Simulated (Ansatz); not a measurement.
Isolated molecules relaxed with PBE0-D4/def2-TZVP in Ansatz; ΔE leaves out vibrations. CCSD(T)/CBS adds triple-zeta CCSD(T) − MP2 to the extrapolated MP2 energy (def2 sets, frozen cores). This one scheme is used for every species. Functionals use def2-TZVPP. B3LYP here is the variant with VWN-RPA as its local correlation; programs differ in this. def2 core potentials past Kr. For Sn outer-core shells are correlated without core-valence functions, which leaves a few kJ/mol of doubt a bond. Each species was taken in one conformer, which may not be the lowest.

`[CH3][Sn]([OH])([F])[Cl]` + CH₃OH → `C[O][Sn]([OH])([F])[Cl]` + CH₄  (ligand exchange at the Sn–C bond)

```json
{"level": "PBE-D4", "ΔE (kJ/mol)": "-13.5", "difference from CCSD(T)/CBS": "2.8"}
{"level": "r2SCAN-D4", "ΔE (kJ/mol)": "-19.2", "difference from CCSD(T)/CBS": "-2.9"}
{"level": "PBE0-D4", "ΔE (kJ/mol)": "-9.4", "difference from CCSD(T)/CBS": "6.9"}
{"level": "B3LYP-D4", "ΔE (kJ/mol)": "-17.9", "difference from CCSD(T)/CBS": "-1.6"}
{"level": "ωB97X-V", "ΔE (kJ/mol)": "-16.9", "difference from CCSD(T)/CBS": "-0.6"}
{"level": "ωB97M-V", "ΔE (kJ/mol)": "-13.3", "difference from CCSD(T)/CBS": "3.0"}
{"level": "B2PLYP", "ΔE (kJ/mol)": "-17.8", "difference from CCSD(T)/CBS": "-1.5"}
{"level": "PBE", "ΔE (kJ/mol)": "-11.7", "difference from CCSD(T)/CBS": "4.6"}
{"level": "r2SCAN", "ΔE (kJ/mol)": "-18.6", "difference from CCSD(T)/CBS": "-2.3"}
{"level": "PBE0", "ΔE (kJ/mol)": "-7.7", "difference from CCSD(T)/CBS": "8.6"}
{"level": "B3LYP", "ΔE (kJ/mol)": "-15.2", "difference from CCSD(T)/CBS": "1.1"}
{"level": "HF/def2-TZVPP", "ΔE (kJ/mol)": "-18.6", "difference from CCSD(T)/CBS": "-2.3"}
{"level": "MP2/def2-TZVPP", "ΔE (kJ/mol)": "-14.3", "difference from CCSD(T)/CBS": "2.0"}
{"level": "SCS-MP2/def2-TZVPP", "ΔE (kJ/mol)": "-17.5", "difference from CCSD(T)/CBS": "-1.2"}
{"level": "CCSD/def2-TZVPP", "ΔE (kJ/mol)": "-13.5", "difference from CCSD(T)/CBS": "2.8"}
{"level": "CCSD(T)/def2-TZVPP", "ΔE (kJ/mol)": "-15.4", "difference from CCSD(T)/CBS": "0.9"}
{"level": "HF/def2-QZVPP", "ΔE (kJ/mol)": "-20.4", "difference from CCSD(T)/CBS": "-4.1"}
{"level": "MP2/def2-QZVPP", "ΔE (kJ/mol)": "-15.5", "difference from CCSD(T)/CBS": "0.8"}
{"level": "SCS-MP2/def2-QZVPP", "ΔE (kJ/mol)": "-18.6", "difference from CCSD(T)/CBS": "-2.3"}
{"level": "HF/CBS(def2)", "ΔE (kJ/mol)": "-20.6", "difference from CCSD(T)/CBS": "-4.3"}
{"level": "MP2/CBS(def2)", "ΔE (kJ/mol)": "-15.2", "difference from CCSD(T)/CBS": "1.1"}
{"level": "CCSD/CBS(def2)", "ΔE (kJ/mol)": "-14.4", "difference from CCSD(T)/CBS": "1.9"}
{"level": "CCSD(T)/CBS", "ΔE (kJ/mol)": "-16.3", "difference from CCSD(T)/CBS": "0"}
```

Largest T1 diagnostic among the species: 0.014.

In def2-TZVPP, CCSD(T) changes the Hartree–Fock value by +3.2 kJ/mol (the triples alone add −1.9 kJ/mol) and MP2 by +4.3 kJ/mol. From PBE to PBE0 (25 % exact exchange), in def2-TZVPP and without D4, ΔE moves by +4.0 kJ/mol.
